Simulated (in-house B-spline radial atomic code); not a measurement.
Ionising Pt⁸⁺ with different functionals

Computed with an all-electron radial atomic-structure program (B-spline basis): four-component Dirac-Coulomb Hamiltonian, Fermi nucleus of rms radius 5.427 fm, spin-restricted, spherical fractional occupations for the functionals. The ionisation energy is the difference of two self-consistent energies, [Xe] 4f14 5d2 → [Xe] 4f14 5d1, without Breit or QED terms; ε is the level of the shell that loses the electron (mean over j). The electron is taken from both j subshells in proportion to 2j + 1, so the result is a j average, not the step between ground levels.

Hybrids are left out here: with spherical fractional occupations of an open shell their exact exchange keeps a self-interaction that integer-occupation calculations don't have.

```json
{"method": "LDA VWN5", "rung": "LDA", "ΔSCF (eV)": "125.81", "-ε(5d) (eV)": "117.02"}
{"method": "relativistic LDA", "rung": "LDA", "ΔSCF (eV)": "125.81", "-ε(5d) (eV)": "117.02"}
{"method": "LDA PW92", "rung": "LDA", "ΔSCF (eV)": "125.80", "-ε(5d) (eV)": "117.02"}
{"method": "LDA exchange-only", "rung": "LDA", "ΔSCF (eV)": "123.98", "-ε(5d) (eV)": "115.20"}
{"method": "PBE", "rung": "GGA", "ΔSCF (eV)": "125.41", "-ε(5d) (eV)": "116.64"}
{"method": "PBEsol", "rung": "GGA", "ΔSCF (eV)": "?", "-ε(5d) (eV)": "?"}
{"method": "BLYP", "rung": "GGA", "ΔSCF (eV)": "125.32", "-ε(5d) (eV)": "116.53"}
{"method": "RPBE", "rung": "GGA", "ΔSCF (eV)": "125.32", "-ε(5d) (eV)": "116.55"}
{"method": "PW91", "rung": "GGA", "ΔSCF (eV)": "125.54", "-ε(5d) (eV)": "116.76"}
{"method": "BP86", "rung": "GGA", "ΔSCF (eV)": "?", "-ε(5d) (eV)": "?"}
{"method": "AM05", "rung": "GGA", "ΔSCF (eV)": "125.49", "-ε(5d) (eV)": "116.72"}
{"method": "OLYP", "rung": "GGA", "ΔSCF (eV)": "125.73", "-ε(5d) (eV)": "116.95"}
```

Problem. What does BP86 give?

Solution. ΔSCF 125.49 eV, and -ε(5d) = 116.73 eV.

Problem. What does PBEsol give?

Solution. ΔSCF 125.45 eV, and -ε(5d) = 116.68 eV.

Problem. How do they compare with the NIST value?

Solution. NIST lists 126 eV ± 2.2 (tabulated theory, ground level to ground level). Errors run from -2.02 to -0.19 eV; all lie within about twice that uncertainty, so the table can't rank the methods.
